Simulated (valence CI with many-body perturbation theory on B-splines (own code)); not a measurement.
## Hyperfine factors and g values of Xe¹⁵⁺

Calculated by valence CI with perturbative core correlation (CI+MBPT): three valence electrons over a frozen Dirac-Fock core [Kr], a basis of 9 s, 9 p, 10 d, 8 f, 5 g, 3 h, 1 i functions for each j, with the one-electron correlation potential Σ1, the two-electron term Σ2, the three-electron term Σ3, Breit, model QED; selected CI, second order for the rest (own B-spline code, finite nucleus).

No measured spectrum was set against this ion. As an estimate, terms of the open shell hold to 2 to 4 % of their energy, and close levels can change places. Only levels of the ground parity were solved; by the run's estimate the other parity begins above the list, which can be wrong where configurations are misplaced.

A/g_I is the dipole constant over the nuclear g factor μ/I (μ in nuclear magnetons, uniformly magnetised nucleus), B/Q the quadrupole constant per barn. Both hold the static response of the core; the bare values leave it out. Large factors of s and p1/2 electrons are usually good to 5 to 10 %; those of open d and f shells near neutrality can be off by tens of per cent, and small factors of p3/2, d and f electrons come from cancelling terms and can be off by a factor of two or in sign, in half-filled shells by more. B is blank for J = 1/2, where it vanishes, and for nearly pure S terms. Energies count from the lowest level.

Names give the largest LS component (configuration and term), which can be under half, so a name can repeat, a term be missing and a line seem to break the LS rules; names also repeat where a configuration has a term twice. Letters in brackets count levels of one name in rising energy.

```
         Level  E (eV)      g  A/g_I (MHz)  A/g_I bare  B/Q (MHz/b)  B/Q bare
    4d³ ⁴F_3/2   0.000  0.475         5790        5150        -1840     -1730
    4d³ ⁴F_5/2   1.430  1.035         3040        2990        -1380     -1310
    4d³ ⁴F_7/2   2.604  1.194         2530        2650        -1090     -1040
    4d³ ⁴F_9/2   3.394  1.223         2720        2870         13.9     -6.32
    4d³ ⁴P_3/2   3.589  1.421         2150        2510        -2030     -1920
    4d³ ⁴P_1/2   4.100  2.168        -3720       -2550                       
    4d³ ²G_7/2   5.432  0.941         3380        3240         1720      1630
    4d³ ²H_9/2   5.620  1.062         2930        2910         3600      3380
    4d³ ⁴P_5/2   5.867  1.561          429         942         3170      2980
4d³ ²D_3/2 [a]   6.708  1.170         2760        2850        -3330     -3130
    4d³ ²P_1/2   7.142  1.166         -385        -274                       
   4d³ ²H_11/2   7.555  1.090         2920        2930         7230      6800
4d³ ²D_5/2 [a]   8.265  1.206         2480        2610        -1450     -1370
    4d³ ²G_9/2   8.688  1.066         2420        2410         2390      2250
    4d³ ²F_5/2   9.606  0.907         2790        2610         4350      4090
    4d³ ²F_7/2   9.748  1.131         2870        2930         1860      1760
    4d³ ²P_3/2   9.805  1.190         2360        2480          538       505
4d³ ²D_3/2 [b]  14.545  0.805         4900        4610         4200      3950
4d³ ²D_5/2 [b]  14.798  1.173         2150        2250         2850      2690
```

Problem. Take the isotope of mass number 131, with I = 3/2, μ = 0.69185 μN and Q = -0.114 b. What is the hyperfine structure of 4d³ ⁴F_3/2?

Solution. From the table A = 2670 MHz, B = 210 MHz. Shifts from the centre of gravity in MHz: F = 0: -9750, F = 1: -7290, F = 2: -2160, F = 3: 6060.
